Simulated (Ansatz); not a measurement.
`C=C[Si](N)(N)Br` and `C=C[Si](N)(N)Cl` differ in one element.

Ansatz, PBE0-D4/def2-TZVP geometries, multiplicity 1. Each molecule was computed in one conformer, which needn't be the lowest.

Scalar relativity is left out up to krypton.

| property | `C=C[Si](N)(N)Br` |
| --- | --- |
| LUMO energy (PBE/def2-TZVPP) / eV | -1.46 |
| HOMO energy (B3LYP/def2-TZVPP) / eV | -7.25 |
| HOMO energy (ωB97M-V/def2-TZVPP) / eV | -9.81 |
| HOMO–LUMO gap (PBE0/def2-TZVPP) / eV | 7.02 |
| HOMO–LUMO gap (PBE/def2-TZVPP) / eV | 4.65 |
| HOMO energy (PBE0/def2-TZVPP) / eV | -7.49 |

(1) What does the change do to each property? (Best estimate.)

Answers

(1) The calculation gave: 
| property | `C=C[Si](N)(N)Cl` | shift |
| --- | --- | --- |
| LUMO energy (PBE/def2-TZVPP) / eV | -1.40 | 0.06 |
| HOMO energy (B3LYP/def2-TZVPP) / eV | -7.22 | 0.03 |
| HOMO energy (ωB97M-V/def2-TZVPP) / eV | -9.80 | 0.01 |
| HOMO–LUMO gap (PBE0/def2-TZVPP) / eV | 7.05 | 0.03 |
| HOMO–LUMO gap (PBE/def2-TZVPP) / eV | 4.67 | 0.02 |
| HOMO energy (PBE0/def2-TZVPP) / eV | -7.47 | 0.02 |

B3LYP here is the variant with VWN-RPA as its local correlation; programs differ in this.

Spin–orbit coupling is left out; it splits and shifts lone-pair levels of the heavy atoms by tenths of an eV.
